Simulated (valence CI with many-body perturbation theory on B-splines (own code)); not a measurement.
The numbers below are computed, except where a source is named.
# Co22+: what the settings do

Method: configuration interaction combined with many-body perturbation theory (CI+MBPT): three valence electrons over a frozen Dirac-Fock core [He], radial functions for each j: 6 s, 6 p, 5 d, 3 f, 1 g, with the one-electron correlation potential Σ1, the two-electron term Σ2, the three-electron term Σ3, Breit, model QED; selected CI, second order for the rest, scaled by the run's own slope (own B-spline code, finite nucleus).

No measured spectrum was set against this ion. As an estimate, levels of excited configurations hold to 0.05 to 0.15 % of their energy, terms of the ground configuration to about 0.5 %.

The reference run has the lowest level 2s2 2p 2P°_1/2 and an ionisation energy of 1961.17 eV. Its largest variational space holds 4301 state functions.

Names give the largest LS component (configuration and term), which can be under half, so a name can repeat, a term be missing and a line seem to break the LS rules; names also repeat where a configuration has a term twice.

Changed runs:
A. correlating orbitals by l 3 3 3 2 1 → 4 4 3 0 0
B. highest l in the core sums 6 → 7
C. highest l with Σ1, explicit Σ2 and valence Breit (higher l get mean screening factors) 3 → 1; hole-hole ladder in Σ2 on → off
D. scale of Σ1 1 → 0 (bad on purpose)

Excitation energies of the reference run in cm⁻¹, and shifts in cm⁻¹:

```tsv
Level	Reference	A	B	C	D
2s2 2p 2P°_3/2	139669	-7.8	-0.1	-1.1	-142
2s 2p2 4P_1/2	430203	-681	+1.3	-94	+1344
2s 2p2 4P_3/2	497984	-753	+1.3	-110	+1251
2s 2p2 4P_5/2	558967	-632	+1.3	-109	+1199
2s 2p2 2D_3/2	788656	+1289	+1.3	+8.2	+1219
2s 2p2 2D_5/2	819312	+1146	+1.3	-15	+1152
2s 2p2 2P_1/2	904089	+1188	+1.3	+110	+1287
2s 2p2 2S_1/2	1051890	+1206	+1.3	+205	+1109
2s 2p2 2P_3/2	1065570	+1275	+1.3	+40	+1139
2p3 4S°_3/2	1337810	-474	+2.7	-15	+2616
2p3 2D°_3/2	1486310	+892	+2.7	+101	+2575
2p3 2D°_5/2	1523410	+1028	+2.7	+37	+2535
Ionisation energy (eV)	1961.17	-0.12	-0.0003	-0.014	-0.32
```
